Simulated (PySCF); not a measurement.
Radial density of Tl(3+) (thallium, charge +3)

UHF, [Xe] 4f14 5d10, closed-shell 1S. Calculation: PySCF 2.14, in aug-cc-pVDZ-PP with ECP60MDF; scalar relativity through the core potential. This is the valence pseudo-density: the core potential removes the inner electrons and smooths the orbitals near the nucleus.

```csv
r (bohr),4πr²ρ (e/bohr)
0.0448,1.412e-05
0.0754,6.509e-05
0.127,0.0004550
0.213,0.006301
0.359,0.2431
0.603,7.194
1.01,19.41
1.71,5.668
2.87,0.2979
4.83,0.0005181
8.12,1.061e-05
```

Energies and moments cover only the electrons outside the core potential. Spin-orbit coupling, which splits the p, d and f shells strongly at this Z, is absent.
